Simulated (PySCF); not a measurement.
C₆H₁₂ClNSi.
SMILES with atom numbers: `[CH3:1][C@:2]1([CH2:3][NH2:4])[CH:5]=[C:6]([Cl:7])[CH2:8][SiH2:9]1`

NICS is the negative of the GIAO shielding at a point without a nucleus: at the ring centre (0) and 1 Å above and below it (1); zz is the component along the ring normal. Level: GIAO PBE0/pcSseg-1 (PySCF, non-relativistic, gas phase) on the GFN2-xTB geometry, one conformer.

Ring bond lengths (Å), with Mayer bond orders in brackets: C2–C5 1.506 (0.99), C5–C6 1.322 (1.78), C6–C8 1.493 (1.03), C8–Si9 1.908 (0.89), Si9–C2 1.924 (0.83).

Q: What do the NICS probes read (ppm)?

A: 
```tsv
ring	type	NICS(0)	NICS(1), two faces	NICS(1)zz, two faces	rms pucker (Å)	centre to ring atoms, mean (Å)
C2–C5–C6–C8–Si9	5-membered ring with Si; formal bonds 1 double, 4 single	-3.1	-2.5 / -2.9	0.4 / 0.2	0.04	1.38
```

Q: What can be read from them?

A: 
- C2–C5–C6–C8–Si9: mean NICS(1)zz 0.3 ppm, near zero. C2, C8, Si9 have four or more neighbours; no verdict on aromaticity is drawn.

Q: At the first NICS(1) probe listed for ring C2–C5–C6–C8–Si9, 1 Å off the ring, how large is the induced field along the normal in 11.7 T applied along it?

A: NICSzz × B0 = 0.4 ppm × 11.7 T = 5 μT, along the applied field.

Q: How shielded are the nuclei of the rings and their hydrogens (means over atoms taken as equivalent)?

A: 
```tsv
atoms	environment	σ isotropic (ppm)	principal values of the symmetric part, first atom (ppm)
C2	sp3 carbon bound to silicon	144.8	128.3, 139.7, 166.4
C5	alkene CH carbon	40.3	-57.3, 66.6, 111.5
C6	vinylic C–Cl carbon	42.1	-52.7, 85.0, 93.8
C8	sp3 carbon bound to silicon	164.3	138.2, 157.1, 197.7
Si9	SiH2 silicon	373.8	338.4, 361.0, 422.1
H on C5	vinylic hydrogen	26.13	23.9, 24.8, 29.7
H on C8	methylene hydrogen	29.81	25.1, 28.4, 35.9
H on C8	methylene hydrogen	29.63	25.3, 28.0, 35.6
H on Si9	Si–H hydrogen	27.53	24.3, 25.6, 32.8
H on Si9	Si–H hydrogen	27.46	23.5, 26.3, 32.6
```
